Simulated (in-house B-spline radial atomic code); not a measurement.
How numerical settings move a run on F IV (F3+), [He] 2s2 2p2. Computed with an all-electron radial atomic-structure program (B-spline basis): scalar-relativistic (X2C) RPBE, spin-polarised, spherical fractional occupations, Fermi nucleus of rms radius 2.8976 fm.

Command:
```bash
python run_scf.py task.json out
```
Settings of the sound reference run:
```
Z                9
electrons        6
configuration    [He] 2s2 2p2
hamiltonian      x2c
method           rpbe,pbe
spin_polarised   True
nucleus          fermi
rms_radius       2.8976
mass_number      19
atomic_mass      18.9984
speed_of_light   137.036
knot_spacing     0.22
spline_order     8
gauss_points     12
box_radius       16.22
max_iterations   70
damping          0.5
damped_steps     3
diis_vectors     10
tolerance        1e-08
start            Thomas-Fermi
```

Run time, properties included: 0.21 s on 1 thread of AMD EPYC 7R43 64-Core Processor, with other jobs on the host.

It converges in 9 iterations to -95.590863 hartree, with 2p up at -75.0446 eV. The other runs change the listed settings, some to values that make no sense; their results aren't properties of the atom or ion. Radii are in bohr (the nuclear one in fm), a minus after a letter asks for a j subshell, and «unchanged» means within 1e-8 hartree. The run stops when the residual is below 10 × tolerance × max(1, Z/10), or a noise floor if that is larger, and the energy moves by less than 1e-8 × √|E| hartree; so very loose and very tight tolerances often act alike.

| changed settings | outcome |
| --- | --- |
| knot_spacing = 0.4, spline_order = 3, max_iterations = 60 | converged in 9 iterations, energy +2.03e-02 hartree from the reference, 2p up level -2.6e-02 eV |
| gauss_points = 8, max_iterations = 12 | converged in 9 iterations, energy +5.98e-08 hartree from the reference |
| damping = 0 | converged in 7 iterations, energy unchanged, 2p up level -9.8e-06 eV |
| damping = 0.95 | converged in 9 iterations, energy unchanged, 2p up level -2.9e-07 eV |
| max_iterations = 8 | not converged after 8 iterations, last residual 3.8e-07, last energy -3.99e-12 hartree from the reference |
| electrons = 7, configuration = [He] 2s2 2p2 3s-1, max_iterations = 100 | stopped with error: j subshells need the Dirac Hamiltonian and l > 0 |
| electrons = 9, configuration = [He] 2s2 2p2 3s3, max_iterations = 75 | stopped with error: shell 3s holds at most 1 electrons (per spin) |
| spline_order = 6, max_iterations = 75, damping = 0.95, start = bare nucleus | converged in 9 iterations, energy -1.20e-07 hartree from the reference, 2p up level -4.2e-05 eV |
| spline_order = 6, max_iterations = 12, tolerance = 1e-13 | converged in 9 iterations, energy -1.20e-07 hartree from the reference, 2p up level -4.7e-05 eV |
| max_iterations = 5 | not converged after 5 iterations, last residual 2.7e-03, last energy +1.53e-04 hartree from the reference |
| knot_spacing = 0.4, max_iterations = 3, diis_vectors = 0, tolerance = 1e-10 | not converged after 3 iterations, last residual 5.5e-02, last energy +1.46e-02 hartree from the reference |

(1) What happens with damping = 0.2?

(2) What happens with max_iterations = 3?

(3) What happens with max_iterations = 2?

(4) What happens with hamiltonian = dirac, method = hf?

## Answers

(1) Converged in 8 iterations, energy unchanged, 2p up level +1.4e-06 eV.

(2) Not converged after 3 iterations, last residual 3.2e-02, last energy +1.46e-02 hartree from the reference.

(3) Not converged after 2 iterations, last residual 8.2e-02, last energy +9.84e-02 hartree from the reference.

(4) Stopped with error: spin polarisation is not served with the Dirac Hamiltonian.
